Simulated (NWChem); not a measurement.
# C$_{2}$H$_{4}$N$_{2}$Si; SMILES N#C/N=C\[SiH3]

### Question
Give the equilibrium geometry at PBE0/def2-SVP (NWChem) as an XYZ file, with the point group.

### Answer
point group Cs; any orientation.
```
9

N     -0.9506    -2.2635     0.0002
C     -0.0297    -1.5506     0.0001
N      1.0966    -0.8385     0.0001
C      1.0830     0.4450    -0.0006
Si    -0.4666     1.5719    -0.0019
H      2.0834     0.9092    -0.0003
H     -1.2614     1.2828     1.2258
H      0.0033     2.9855    -0.0084
H     -1.2669     1.2729    -1.2235
```
